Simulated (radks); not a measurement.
Results of a calculation; reference values are marked as such.
Problem. The cerium ion Ce2+, 56 electrons, occupied as [Xe] 4f2 (the NIST ground configuration). Level of theory: scalar-relativistic Kohn-Sham, PBEsol, spin-polarised, spherical densities, finite nucleus; open shells are filled with parallel spins first (spin-orbit coupling, left out, can overturn this in heavy ions); Fermi nuclear charge, rms radius 4.8771 fm (a radial shooting solver on a logarithmic mesh with Libxc functionals). Some entries of the table are withheld. Estimate them.

| orbital | occ. | eigenvalue (Ry) | <r> (bohr) |
|---|---|---|---|
| 1s down | 1 | -2958.659 | 0.02458 |
| 1s up | 1 | -2958.659 | 0.02458 |
| 2s up | 1 | -474.1128 | 0.1053 |
| 2s down | 1 | -474.1126 | 0.1053 |
| 2p up | 3 | -424.7622 | 0.09238 |
| 2p down | 3 | -424.7621 | 0.09238 |
| 3s up | 1 | -102.3519 | 0.2788 |
| 3s down | 1 | -102.3193 | 0.2787 |
| 3p up | 3 | -86.65325 | 0.2768 |
| 3p down | 3 | -86.62078 | 0.2767 |
| 3d up | 5 | -64.33016 | 0.2536 |
| 3d down | 5 | -64.30481 | 0.2536 |
| 4s up | 1 | -21.06043 | 0.6389 |
| 4s down | 1 | -20.96529 | 0.6387 |
| 4p up | 3 | -15.94856 | 0.6772 |
| 4p down | 3 | -15.85178 | 0.6770 |
| 4d up | 5 | (1) | 0.7499 |
| 4d down | 5 | (2) | 0.7497 |
| 5s up | 1 | -3.70898 | (3) |
| 5s down | 1 | -3.63814 | (4) |
| 5p up | 3 | -2.46688 | 1.786 |
| 5p down | 3 | -2.41034 | 1.799 |
| 4f up | 2 | -0.98848 | 1.206 |
| 4f down | 0 | -0.90197 | 1.241 |

Solution. 
(1) 4d up eigenvalue (Ry): -8.59651
(2) 4d down eigenvalue (Ry): -8.49750
(3) 5s up <r> (bohr): 1.539
(4) 5s down <r> (bohr): 1.547
